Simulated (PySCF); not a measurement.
Computed shifts of a molecule C3H4F2Si, PySCF with PBE/pcSseg-1, GIAO, gas phase, atoms alike by connectivity averaged where their shifts nearly agree, in ppm (number of nuclei): ¹³C: 124.7 (1), 86.5 (1), 82.2 (1). ¹⁹F: -135.3 (2). ²⁹Si: -61.6 (1). ¹H: 4.45 (3), 3.12 (1). References: ¹³C against TMS (σ = 182.0 ppm); ¹⁹F against CFCl3 (σ = 133.6 ppm); ²⁹Si against TMS (σ = 335.4 ppm); ¹H against TMS (σ = 31.49 ppm), references at their B3LYP-D3(BJ)/def2-TZVP geometries, non-relativistic. The structure is a stationary point at PBE0-D3(BJ)/def2-SVP. Other conformers were not sampled.

**Question.** Which structure fits?
(A) C#C[Si](C)(F)F
(B) C#CC(F)(F)[SiH3]
(C) F[Si]1(F)C=CC1
(D) FC1=C[Si@H](F)C1

**Answer.** B, C#CC(F)(F)[SiH3]
